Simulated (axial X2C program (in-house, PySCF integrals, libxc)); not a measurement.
Density and ELF of TcC⁻

Calculated with an in-house all-electron X2C program for linear molecules (integrals from PySCF). Two-component (2c) means X2C with spin–orbit coupling and atomic mean-field two-electron Coulomb and Gaunt terms. Basis: Tc dyall-acv3z [13s13p9d5f3g], C dyall-av3z [8s7p3d2f] (cores contracted in-house); Gaussian nuclei, density fitting, unrestricted open shells. Masses: Tc 98.907 u, C 12.000 u.

PBE0, two-component, state Ω = 1 (⟨Sz⟩ = 1.00, ⟨Lz⟩ = 0.00 at PBE0); Tc at z = 0, C at z = 1.650 Å.

The maps cover the half plane through the axis: z from -2.4 to 3.9 Å along the bond, ρ from 0.15 to 2.25 Å away from it (steps of 0.3 Å, the bottom row nearest the axis).

log10 of the density in e/bohr³:

digits 0 to 9 span -4.41 to 1.69 evenly
```
1222222222222221111000
2222333333332222211100
2223333333333333222110
2233334444444443332211
2233344555444444433221
2333445666555555443321
2334456777666665543322
2334457898666776544322
```

Electron localisation function (collinear form, no current term, damped to 0 at low density):

digits 0 to 9 span 0.00 to 1.00 evenly
```
4567765543210000000000
6777655433211111000000
7776543332222222221000
7765332222234555554210
7653212332246777776530
7642113665347788888741
7532136746557448999863
6531258252656447999863
```

Axial spin density in 10⁻³ e/bohr³:

digits 0 to 9 span -10.87 to 10.87 evenly, values beyond are clipped
```
4444455555554444444455
4444555555554444444445
4444555666554444444445
4445567999754444444445
4445579999964333444455
4445589999962002444555
4445589999950001445555
4444579999930002455555
```

The state is a single determinant with fixed occupations, the lowest that a limited PBE0 search found. Density functionals use the spin component along the axis (collinear). PBE0 can misorder states that lie within some tenths of an eV, so this need not be the ground state of the molecule. The nearest other 2c determinant of the search, Ω = 3, lies 0.39 eV up at the distance of the search. With several unpaired electrons one determinant need not be a pure state. Open-shell Ω = 0 determinants with evenly filled partner blocks cannot be reached by this program, so the Ω shown need not be the lowest component. The highest occupied level of some functionals is positive through self-interaction error; at Hartree–Fock it is bound. The determinant is spin-polarised beyond a pure state at some levels (its spin-free form has ⟨S²⟩ too high), which makes Re and μ there less reliable.
